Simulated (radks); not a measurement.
The numbers below are computed, except where a source is named.
The arsenic anion As3-, [Kr], held by a Watson sphere: a shell of charge +3 at radius R that stands for the Madelung well of a crystal (potential energy -3/R inside, -3/r outside, in hartree with lengths in bohr). Level of theory: scalar-relativistic Kohn-Sham, LDA (Slater exchange, VWN5 correlation), spin-polarised, spherical densities, finite nucleus; Fermi nuclear charge, rms radius of each element as measured or else 0.836 A^(1/3) + 0.57 fm (a radial shooting solver on a logarithmic mesh with Libxc functionals). Response by self-consistent Sternheimer equations with the Hartree and adiabatic LDA kernel, the relativistic mass of each level held fixed and spin-orbit coupling left out. The sphere does not respond.

[
 {"R (bohr)": "2.11", "e(3d) (eV)": "-40.189", "e(4s) (eV)": "-17.337", "e(4p) (eV)": "-7.943", "<r> 4p (bohr)": "2.381", "sum of <r^2> (bohr^2)": "57.88", "X-ray form factor at sin(theta)/lambda = 0.1 1/angstrom": "32.441", "alpha (bohr^3)": "32.84"},
 {"R (bohr)": "2.23", "e(3d) (eV)": "-39.711", "e(4s) (eV)": "-16.868", "e(4p) (eV)": "-7.713", "<r> 4p (bohr)": "2.430", "sum of <r^2> (bohr^2)": "59.75", "X-ray form factor at sin(theta)/lambda = 0.1 1/angstrom": "32.356", "alpha (bohr^3)": "35.56"},
 {"R (bohr)": "3.4", "e(3d) (eV)": "-37.817", "e(4s) (eV)": "-13.474", "e(4p) (eV)": "-5.488", "<r> 4p (bohr)": "2.907", "sum of <r^2> (bohr^2)": "79.76", "X-ray form factor at sin(theta)/lambda = 0.1 1/angstrom": "31.594", "alpha (bohr^3)": "81.37"},
 {"R (bohr)": "3.75", "e(3d) (eV)": "-37.568", "e(4s) (eV)": "-12.826", "e(4p) (eV)": "-4.931", "<r> 4p (bohr)": "3.044", "sum of <r^2> (bohr^2)": "86.21", "X-ray form factor at sin(theta)/lambda = 0.1 1/angstrom": "31.407", "alpha (bohr^3)": "104.2"},
 {"R (bohr)": "4.04", "e(3d) (eV)": "-37.394", "e(4s) (eV)": "-12.385", "e(4p) (eV)": "-4.519", "<r> 4p (bohr)": "3.155", "sum of <r^2> (bohr^2)": "91.73", "X-ray form factor at sin(theta)/lambda = 0.1 1/angstrom": "31.268", "alpha (bohr^3)": "127.4"},
 {"R (bohr)": "4.21", "e(3d) (eV)": "-37.303", "e(4s) (eV)": "-12.163", "e(4p) (eV)": "-4.298", "<r> 4p (bohr)": "3.220", "sum of <r^2> (bohr^2)": "95.06", "X-ray form factor at sin(theta)/lambda = 0.1 1/angstrom": "31.192", "alpha (bohr^3)": "143.1"},
 {"R (bohr)": "4.92", "e(3d) (eV)": "-36.988", "e(4s) (eV)": "-11.453", "e(4p) (eV)": "-3.521", "<r> 4p (bohr)": "3.481", "sum of <r^2> (bohr^2)": "109.7", "X-ray form factor at sin(theta)/lambda = 0.1 1/angstrom": "30.928", "alpha (bohr^3)": "228.4"},
 {"R (bohr)": "5.12", "e(3d) (eV)": "-36.916", "e(4s) (eV)": "-11.304", "e(4p) (eV)": "-3.339", "<r> 4p (bohr)": "3.553", "sum of <r^2> (bohr^2)": "114.1", "X-ray form factor at sin(theta)/lambda = 0.1 1/angstrom": "30.868", "alpha (bohr^3)": "259.2"}
]
